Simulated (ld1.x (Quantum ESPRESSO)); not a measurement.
**Which change was made? (Be, TM)**

```json
{
 "Element": "Be",
 "Generator": "ld1.x (Quantum ESPRESSO) 7.5",
 "Type": "norm-conserving Troullier–Martins (Kleinman–Bylander form)",
 "Functional": "revPBE",
 "Relativity": "non-relativistic",
 "Frozen core": "[He]",
 "Valence charge": "2",
 "Reference configuration": "2s1.75 2p0.25",
 "Partial waves": "2s (bound): rc 2.25 bohr; 2p (bound): rc 3.15 bohr; 3d channel at 0.4 Ry: rc 2.55 bohr",
 "Local potential": "all-electron potential smoothed inside 2.20 bohr (lloc = -1)",
 "Core correction": "none"
}
```

Cutoffs, loose and tight: the cutoffs (Ry, on a coarse ladder) from which the occupation-weighted sum of valence levels, in a spherical-Bessel basis at the reference potential, stays within 10 and 1 mRy of its value at 400 Ry. They do not see the model core or the augmentation charge, which bear on the density cutoff. Test errors are all-electron minus pseudo excitation energies from the reference, over the configurations 2s2 2p0; 2s1 2p0; 2s1.5 2p0; 2s1 2p1; 2s0 2p2; 2s0 2p1; variants that change the core or the reference have their own tests.

The base gives: outcome: generated; cutoff, loose: 8 Ry; cutoff, tight: 15 Ry; bound ghosts: none; largest test error (meV): -63.

**Question.** After one change the result is: outcome: generated; cutoff, loose: 6 Ry; cutoff, tight: 10 Ry; bound ghosts: none; largest test error (meV): -81. Which change was it?
A. wave 2s (bound): rc 2.25 bohr becomes 2s (bound): rc 3.42 bohr
B. wave 2s (bound): rc 2.25 bohr becomes 2s (bound): rc 2.90 bohr
C. wave 2s (bound): rc 2.25 bohr becomes 2s (bound): rc 1.52 bohr

**Answer.** B. The others give: wave 2s (bound): rc 2.25 bohr becomes 2s (bound): rc 3.42 bohr → outcome: generated; cutoff, loose: 6 Ry; cutoff, tight: 8 Ry; bound ghosts: none; largest test error (meV): -115 | wave 2s (bound): rc 2.25 bohr becomes 2s (bound): rc 1.52 bohr → outcome: generated; cutoff, loose: 10 Ry; cutoff, tight: 30 Ry; bound ghosts: none; largest test error (meV): -66.
